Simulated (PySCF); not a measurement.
In(H)(F)(OH) (FH2InO), SMILES [OH][InH][F]. Coordinates come from a B3LYP-D3(BJ)/def2-TZVP optimisation. The def2 effective core potentials stand for the cores of In; spin–orbit coupling is left out. Other conformers were not sampled.

Calculation: B3LYP-D3(BJ)/def2-TZVP (PySCF).

Harmonic wavenumbers (cm⁻¹): 138, 351, 404, 431, 569, 609, 840, 1913, 3809. Rotational constants (GHz): 11.27, 5.676, 3.775; symmetry number 1.

### Question
Work out the zero-point energy and the ideal-gas rigid-rotor harmonic-oscillator thermochemistry at 298.15 K and 1 atm.

### Answer
ZPE = ½ Σ hcν = ½ × 9065 cm⁻¹ = 54.22 kJ/mol. H − E(el) = 69.42 kJ/mol. Entropy in J/(mol K): translation 171.39, rotation 103.35, vibration 28.94, total 303.68. G − E(el) = -21.13 kJ/mol. Cp = 71.20 J/(mol K). Modes under 150 cm⁻¹ make the vibrational entropy uncertain.
